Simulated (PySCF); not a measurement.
A structure optimised at PBE-D3(BJ)/def2-SVP, used in a PySCF frequency run:

```
C
H 1 1.1123
N 1 1.4994 2 111.20
C 3 1.3010 1 104.29 2 -123.05
H 4 1.1074 3 121.16 1 -177.88
Si 4 1.8950 5 142.48 3 176.50
H 6 1.5075 4 116.46 5 -69.21
H 6 1.5090 7 108.20 4 -140.02
Si 1 1.9006 2 108.13 3 123.01
H 9 1.5037 1 111.45 2 -61.73
H 9 1.5047 10 109.23 1 120.81
H 9 1.5059 10 109.27 11 119.18
```
Charge 0, spin multiplicity 1.

### Question
Write its SMILES and formula.

### Answer
[SiH3][C@H]1N=C[SiH2]1, C₂H₇NSi₂

### Question
What are its rotational constants (standard atomic weights)?

### Answer
5.6597, 2.2234, 1.7988 GHz
